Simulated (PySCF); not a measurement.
Molfile (atoms numbered from 1):
```
C2H8FOPSi2
     RDKit          3D

 15 15  0  0  0  0  0  0  0  0999 V2000
   -2.2683   -1.2240    1.9208 F   0  0  0  0  0  0  0  0  0  0  0  0
   -1.3195   -0.0249    1.4291 Si  0  0  2  0  0  4  0  0  0  0  0  0
   -1.6643    0.3996   -0.3868 C   0  0  0  0  0  0  0  0  0  0  0  0
   -0.3081    0.5488   -1.0906 C   0  0  0  0  0  0  0  0  0  0  0  0
    0.9175   -0.5968   -0.1718 Si  0  0  1  0  0  4  0  0  0  0  0  0
    2.8917    0.3815    0.1632 P   0  0  0  0  0  0  0  0  0  0  0  0
    0.1749   -0.6456    1.2921 O   0  0  0  0  0  0  0  0  0  0  0  0
   -1.3098    0.9905    2.4550 H   0  0  0  0  0  0  0  0  0  0  0  0
   -2.2129   -0.4324   -0.8354 H   0  0  0  0  0  0  0  0  0  0  0  0
   -2.2751    1.2887   -0.5373 H   0  0  0  0  0  0  0  0  0  0  0  0
    0.0359    1.5822   -0.9975 H   0  0  0  0  0  0  0  0  0  0  0  0
   -0.3982    0.3459   -2.1568 H   0  0  0  0  0  0  0  0  0  0  0  0
    0.8875   -1.9779   -0.6659 H   0  0  0  0  0  0  0  0  0  0  0  0
    3.3459    0.1220   -1.1179 H   0  0  0  0  0  0  0  0  0  0  0  0
    3.4985   -0.7496    0.6780 H   0  0  0  0  0  0  0  0  0  0  0  0
  1  2  1  0
  2  3  1  0
  3  4  1  0
  4  5  1  0
  5  6  1  0
  5  7  1  0
  7  2  1  0
  2  8  1  1
  3  9  1  0
  3 10  1  0
  4 11  1  0
  4 12  1  0
  5 13  1  6
  6 14  1  0
  6 15  1  0
M  END
```

Geometry: GFN2-xTB; GIAO shifts from PySCF 2.14, gas phase, non-relativistic, averaged over equivalent atoms.

At wB97X-D/cc-pVDZ (150 basis functions, 14 s wall time on 1 thread of an AMD EPYC 9R45 96-Core, shared host):
```tsv
atoms	δ (ppm)
F1	-140.0
Si5	15.4
Si2	3.7
C4	14.9
C3	11.1
P6	-3.8
O7	83.2
H13	5.79
H8	5.00
H12	1.26
H10	1.08
H14/H15	0.85
H11	0.85
H9	0.79
```

Scale: CFCl3 for 19F (σref 205.40); 29Si (σref 419.75) and 13C (σref 199.33) and 1H (σref 31.88) against TMS; 31P (σref 650.22) vs PH3; 17O (σref 343.37) against H2O (reference shieldings calculated alike).

Task: Predict the values at KT3/aug-cc-pVDZ on the same geometry.

Result: 
```tsv
atoms	δ at KT3/aug-cc-pVDZ	change
F1	-178.6	-38.6
Si5	12.8	-2.6
Si2	6.3	+2.6
C4	17.6	+2.7
C3	13.1	+2.0
P6	12.8	+16.6
O7	87.8	+4.6
H13	6.32	+0.53
H8	5.64	+0.64
H12	1.75	+0.49
H10	1.59	+0.51
H14/H15	1.08	+0.23
H11	1.22	+0.37
H9	1.13	+0.34
```

Chemical shifts δ = σref − σ; CFCl3 for 19F (σref 160.84); 29Si (σref 404.79) and 13C (σref 194.82) and 1H (σref 31.97) vs TMS; 31P (σref 657.55) against PH3; H2O for 17O (σref 332.12), all at this level.

The largest change is at F1 (fluorine bonded to Si). Cost: 245 basis functions, 53 s wall time on 1 thread of an AMD EPYC 9R45 96-Core, shared host.

Unscaled 19F shifts against computed CFCl3 carry errors that often reach 10 to 50 ppm. Experimental scales use liquid or dissolved standards, which lie at an offset from isolated H2O (liquid H2O: subtract about 36 ppm).
